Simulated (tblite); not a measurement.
CH$_{3}$AlF$_{2}$, charge -1, doublet, geometry from GFN2-xTB (such geometries of metal compounds can be far from the true shape) (a state made from the parent by changing its charge; the spin is typed, not shown lowest); tblite 0.6.0 with GFN1-xTB.

tblite was given this input:
```
$ tblite run mol.xyz --method gfn1 --charge -1 --spin 1 --spin-polarized --json tblite.json --no-restart

# file mol.xyz
7

Al    -0.09872105     0.19641926    -0.09578282
C     -1.57962885    -1.37604475    -0.01850943
H     -1.23342710    -2.24873298    -0.58545741
H     -2.57917316    -1.13168583    -0.40383831
H     -1.71963316    -1.71213550     1.01604952
F      0.54738745     1.82327043    -0.44471816
F      1.26298812    -0.62378461     0.59243810
```

Output, abridged:

```
xTB calculator
 | screened Coulomb repulsion
 | Coulomb electrostatics
 |  * isotropic Klopman-Ohno-Mataga-Nishimoto electrostatics
 |  * onsite third-order electrostatics
 | DFT-D3(BJ) dispersion correction
 | Interactions (1)
 | [1] spin polarization

halogen bonding energy    0.0000000000000E+00 Eh
repulsion energy          5.5798967780930E-02 Eh
dispersion energy        -1.2877818499754E-03 Eh
interaction energy        0.0000000000000E+00 Eh
number of electrons       2.5000000000000E+01 e
integral cutoff           4.0000000000000E+01 bohr

------------------------------------------------------------
  cycle        total energy    energy error   density error
------------------------------------------------------------
      1     -15.54044520493  -1.5594956E+01   3.6082964E-01
      2     -15.63096211683  -9.0516912E-02   2.4194965E-01
      3     -15.63523060082  -4.2684840E-03   7.5400668E-02
      4     -15.63521963340   1.0967424E-05   1.4754598E-02
      5     -15.63539780616  -1.7817276E-04   3.5579495E-03
      6     -15.63539960493  -1.7987713E-06   1.5817839E-03
      7     -15.63540164119  -2.0362606E-06   1.2754455E-03
      8     -15.63540334415  -1.7029596E-06   2.3291577E-04
      9     -15.63540343115  -8.6994476E-08   4.4810238E-05
     10     -15.63540343151  -3.6362380E-10   4.5330528E-06
------------------------------------------------------------

electronic energy        -1.5689914617442E+01 Eh
total energy             -1.5635403431511E+01 Eh

Post processing:
 | Mayer-Wiberg bond orders

[Info] JSON dump of results written to 'tblite.json'
```
